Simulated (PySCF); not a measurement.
Correlation energy of Ge²¹⁺ (germanium, charge +21)

[Ne] 3s1, 2S determinant. Calculation: PySCF 2.14, in an even-tempered Gaussian basis (18 s from 2.1 bohr⁻², ratio 2.5; 11 p from 2.7 bohr⁻², ratio 2.5; 5 d from 10 bohr⁻², ratio 2.7; 4 f from 16 bohr⁻², ratio 2.7); the spin-free X2C one-electron Hamiltonian (Gaussian nucleus). Frozen: 1s2; 9 electrons correlated; the 19 highest virtual orbitals of each spin left out.

| level | correlation energy (mhartree) |
| --- | --- |
| CCSD | -320.01 |
| (T) | -0.29 |
| CCSD(T) | -320.30 |

Diagnostics: T1 = 0.00024, D1 = 0.0009, largest double amplitude 0.004.

Cost of the coupled-cluster step: about 23 core-seconds, for 9 correlated electrons.

At this charge the one-electron X2C treatment keeps the bare 1/r₁₂, with no two-electron picture change or Breit term. The effect here is smaller than on the frozen 1s shell; and a scalar Hamiltonian misses the large spin-orbit splitting of the p shells, which matters for ns² → np² pairs.
